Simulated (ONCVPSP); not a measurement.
What one change does to a pseudopotential (technetium (Tc), ONCV)

```
Element                 : technetium (Tc)
Generator               : ONCVPSP 4.0.1
Type                    : optimised norm-conserving Vanderbilt (ONCV)
Functional              : PBE
Relativity              : scalar-relativistic
Frozen core             : [Ar] 3d10
Valence charge          : 15
Reference configuration : 4s2 4p6 4d5 5s0.5 (charge +1.5)
Partial waves           : 4s+5s: rc 1.75 bohr, ncon 4, nbas 8, qcut 8.8 1/bohr, 2 projectors; 4p: rc 1.95 bohr, ncon 4, nbas 9, qcut 6.7 1/bohr, 2 projectors, debl 3.1 Ha; 4d: rc 2.45 bohr, ncon 4, nbas 9, qcut 5.4 1/bohr, 3 projectors, debl 1.9 Ha
Local potential         : polynomial inside 1.45 bohr (lpopt 3, dvloc0 0 Ha)
Core correction         : Teter function fitted to the true core (icmod 2), fcfact 0.2
```

Change: all radii but the core radius scaled by about 0.80 (s 1.40, p 1.56, d 1.96 bohr); local potential polynomial inside 1.16 bohr (lpopt 3, dvloc0 0 Ha).

Cutoffs: the cutoffs (Ha) at which the residual kinetic energy of the hardest occupied pseudo-wave falls to 1 and 0.1 mHa per electron; they do not see the model core or the augmentation charge, which bear on the density cutoff. Errors are all-electron minus pseudo energies relative to the spin-unpolarised reference configuration.

Problem. How do hardness, ghosts and transferability respond?

Solution. The potential gets harder (23 Ha and 27 Ha → 29 Ha and 74 Ha); of the 4 tests that both files solve, the error grows in 2 and shrinks in 2 by more than 15 % and 0.3 meV (median size 1.4 → 2.1 meV); neither file shows a bound ghost. A smaller radius makes the pseudo-wave follow the all-electron one further in, where it bends more sharply, so more plane waves are needed.

```csv
quantity,base,changed
"cutoff, loose",23 Ha,29 Ha
"cutoff, tight",27 Ha,74 Ha
loose cutoff by channel,"s 23 Ha, p 14 Ha, d 12 Ha","s 29 Ha, p 13 Ha, d 19 Ha"
bound ghosts,none,none
GHOST(+) flags under 300 eV,none,none
"error for 4s2 4p6 4d5 5s2, meV [ΔE -14.70 eV]",+0.2,+3.2
"error for 4s2 4p6 4d5 5s1, meV [ΔE -6.55 eV]",+0.3,+1.0
"error for 4s2 4p6 4d5 5s0, meV [ΔE 8.30 eV]",-2.6,-1.1
"error for 4s2 4p6 4d4 5s2, meV [ΔE -3.06 eV]",+68,+25
"rms error of d²Exc/dni dnj with the model core, mHa",0.95,0.43
```
